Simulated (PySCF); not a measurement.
# Computed records: ClGeH

Calculation on a computer-drawn molecule: vertical ionisation energy to the stated ion spin, frozen-core CCSD(T) at the basis limit and cheaper methods, single-reference cases, UHF for radicals, no spin-orbit; all values are single points at the evaluated structure, the first of each entry, which is the reference or a displaced copy of it and isn't optimised; the reference structure only sets the zero of the energies above reference; triples share is (T) over the correlation energy; on germanium a core potential holds 10 electrons, which the energies leave out, and 3d is frozen in MP2 and coupled-cluster steps. Program: PySCF 2.14.0.

ClGeH

Evaluated structure:
```xyz
3
ClGeH
Cl    -2.1473    -1.5142    -4.2978
Ge    -0.1045    -1.9085    -4.3606
H      0.3480    -0.3168    -4.1610
```

Reference structure:
```xyz
3
ClGeH
Cl    -2.3243    -1.5506    -4.2375
Ge    -0.1426    -1.9029    -4.3118
H      0.2356    -0.3722    -4.1673
```

Settings of this run: charge 0, multiplicity 1, ion multiplicity 2, diffuse functions no, basis cc-pV(n+d)Z, basis and core potential on germanium cc-pVnZ-PP ECP10MDF, reference is the Hartree-Fock double-zeta minimum, best is HF at quadruple zeta + MP2 correlation extrapolated from triple and quadruple zeta + CCSD(T) minus MP2 at triple zeta and basis step is the size of the change from the same recipe one zeta lower.

The calculation gives: ionisation energy best 9.475 eV; ionisation energy basis step 0.0543 eV; energy above reference best 2.924 kcal/mol; energy above reference basis step 0.2318 kcal/mol; ionisation energy Koopmans at triple zeta 9.44 eV; ionisation energy EOM CCSD at triple zeta 9.415 eV; total energy HF triple zeta -753.5103 hartree; total energy CCSD(T) triple zeta -753.8393 hartree; total energy best -753.8905 hartree; T1 diagnostic at triple zeta 0.01286; D1 diagnostic at triple zeta 0.02986; ion T1 diagnostic at triple zeta 0.02683; ion D1 diagnostic at triple zeta 0.08567; ion spin squared at triple zeta 0.7974; triples share at triple zeta 0.03966; basis functions triple zeta 92; dipole magnitude HF at triple zeta 1.346 debye; dipole magnitude CCSD unrelaxed at triple zeta 1.195 debye; dipole magnitude PBE at triple zeta 1.12 debye; dipole magnitude r2SCAN at triple zeta 1.137 debye; dipole magnitude B3LYP at triple zeta 1.278 debye; dipole magnitude wB97X at triple zeta 1.33 debye.

Drawn bonds:
| atom | other atom | order |
| --- | --- | --- |
| 1 | 2 | 1 |
| 2 | 3 | 1 |

Triple zeta:
| method | ionisation energy (eV) | energy above reference (kcal/mol) |
| --- | --- | --- |
| HF | 8.61 | 3.363 |
| PBE | 9.176 | 2.876 |
| r2SCAN | 9.262 | 2.434 |
| B3LYP | 9.383 | 3.318 |
| wB97X | 9.509 | 2.459 |
| MP2 | 9.309 | 2.911 |
| CCSD | 9.367 | 2.958 |
| CCSD(T) | 9.346 | 2.98 |
